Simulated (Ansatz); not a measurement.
Ligand exchange: MgHCl + HOI → MgH(OH) + ICl

Gas-phase species: MgHCl `[MgH][Cl]`, singlet; HOI `OI`, singlet; MgH(OH), singlet; ICl (iodine monochloride), singlet. The partners trade Cl for OH: Mg–Cl and I–OH bonds give way to Mg–OH and I–Cl.

Shapes, held fixed at every level: PBE0-D4/def2-TZVP. Programs: Ansatz 0.2.0. The zero-point and thermal change to 298 K, harmonic and unscaled (PBE0-D4/def2-TZVP), is -0.7 kJ/mol.

Task: Estimate ΔH(298 K) of this reaction.

Result: The highest level, CCSD(T)/def2-TZVPP, gives ΔH(298 K) = +12.0 kJ/mol; the levels span +4.7 to +12.8. The column of differences is taken from that level and isn't an error. No measured value is set beside it here. For atoms past krypton def2 sets carry core potentials with scalar relativity. Outer-core shells of I, Mg are correlated, in sets that cover them unevenly. Sets without diffuse functions underbind ionic bonds of s-block metals.

```
              level                   kind  ΔH(298 K) (kJ/mol)  less CCSD(T)/def2-TZVPP
      HF/def2-TZVPP           Hartree–Fock               +12.8                     +0.8
   SPW92/def2-TZVPP                    LDA                +4.7                     -7.3
BHLYP-D4/def2-TZVPP          global hybrid                +5.6                     -6.4
 PBE0-D4/def2-TZVPP          global hybrid                +9.6                     -2.4
       MP2/def2-SVP    perturbation theory                +8.4                     -3.6
      CCSD/def2-SVP  coupled cluster or CI                +7.7                     -4.3
 CCSD(T)/def2-TZVPP  coupled cluster or CI               +12.0                      0.0
```
